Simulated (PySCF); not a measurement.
Telling isomers of C3H5B apart by NMR

Theoretical values (PySCF 2.14): GIAO PBE0/pcSseg-1 shieldings, B3LYP/pcJ-1 coupling constants, coordinates at the PBE0-D3(BJ)/def2-SVP level. Non-relativistic, a single conformation, averaged over atoms made equivalent by symmetry, fast rotation or ring inversion, gas phase.

Referencing at the same level of theory: TMS for $^{1}$H (31.27 ppm), $^{13}$C (184.41 ppm). Multiplet labels drop J under 1 Hz and among equivalent protons, and merge close values. Unscaled 3J(H,H) run several per cent high. Vicinal couplings that depend on rotamer populations or ring flexing (ring, CH–CH, X–H and H–F types) are those of the one conformer. Couplings to H on boron are left out. Carbons bonded to boron are broad in practice. Shifts are as computed. Against solution values, carbons near 30 ppm lie about +2 ppm off and those near 130 ppm about +5 ppm. Of 1211 compounds with measured shifts, 218 miss one by over three times the rms of a fit or turn the order of signals round; such compounds aren't used in these exercises.

(1) Tabulate the signals of `BC1=CC1`, `BCC#C` and their relative energies.

(2) What is the quickest way to tell BC1=CC1 from BCC#C?

Results:

(1) 
| SMILES | carbon types | δC | δH | E rel. (kcal/mol) |
| --- | --- | --- | --- | --- |
| BC1=CC1 | 1×C 1×CH 1×CH2 | 137.8, 136.3, 21.3 | 8.32 (t, 1H), 7.60 (br, 2H), 1.75 (s, 2H) | 7.7 |
| BCC#C | 1×C 1×CH 1×CH2 | 86.3, 72.7, 23.6 | 7.69 (br, 2H), 2.62 (dt, 2H), 1.86 (t, 1H) | 0.0 |

Energies are electronic energies at PBE0/pcSseg-1 on these geometries, without zero-point or thermal terms, each for the one conformer computed, which needn't be the lowest.

(2) Both give the same number of carbon signals, with the same numbers of each carbon type, so the positions decide. The first has an alkene CH at 137.8 ppm, the second a terminal alkyne carbon (CH) at 72.7 ppm. Their most deshielded carbons lie at 137.8 and 86.3 ppm. In the proton spectra the most deshielded non-exchanging signals are 8.32 (t, J = 2.0 Hz, 1H) and 7.69 (br, 2H).
